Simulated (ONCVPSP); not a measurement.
# mercury, ONCV: configuration errors across variants

* Element: mercury
* Generator: ONCVPSP 4.0.1
* Type: optimised norm-conserving Vanderbilt (ONCV)
* Functional: Wu-Cohen
* Relativity: scalar-relativistic
* Frozen core: [Kr] 4d10 4f14
* Valence charge: 20
* Reference configuration: 5s2 5p6 5d10 6s1.5 (charge +0.5)
* Partial waves: 5s+6s: rc 1.75 bohr, ncon 4, nbas 8, qcut 9.1 1/bohr, 2 projectors; 5p: rc 1.05 bohr, ncon 3, nbas 6, qcut 7.6 1/bohr, 2 projectors, debl 1.5 Ha; 5d: rc 2.00 bohr, ncon 3, nbas 8, qcut 7.8 1/bohr, 3 projectors, debl 3.7 Ha
* Local potential: polynomial inside 0.70 bohr (lpopt 5, dvloc0 0 Ha)
* Core correction: Teter function, fcfact 2.75, rcfact 1.65

In the p channel the program set the typed energies aside and used -2.608, 0.250 Ha.

All-electron excitation energies from the reference (eV): (1) 5s2 5p6 5d10 6s2 -4.388; (2) 5s2 5p6 5d10 6s1 6.364; (3) 5s2 5p6 5d10 6s0 25.383; (4) 5s2 5p5 5d10 6s2 68.920.

3 further variants failed, have other tests or another functional or relativity, and are left out.

A true bound ghost makes a file unfit for plane-wave use even where its test errors are small: the radial tests pick states by their node count and pass the ghost by.

Errors AE − PS in meV (a dash: test not solved or not reliable):

| change | (1) | (2) | (3) | (4) | bound ghosts | GHOST(+) flags above zero |
| --- | --- | --- | --- | --- | --- | --- |
| base | +1.2 | -2.9 | -17 | -118 | s | p, d |
| s: ncon 5, nbas 9 | +1.3 | -2.7 | -15 | -119 | s | p, d |
| s: rc 2.46 | +1.0 | -3.4 | -23 | -115 | s | p, d |
| s: nbas 7 | +1.2 | -2.9 | -16 | -119 | s | p, d |
| d: debl 1.9 | +1.2 | -2.9 | -17 | -118 | s | p, d |
| p: rc 1.02 | +1.2 | -2.9 | -17 | -116 | s | p, d |

Task: Give the same row for: s: qcut 7.3.

Result: +1.1, -3.1, -20, -116; bound ghosts: s; GHOST(+) flags above zero: p, d.
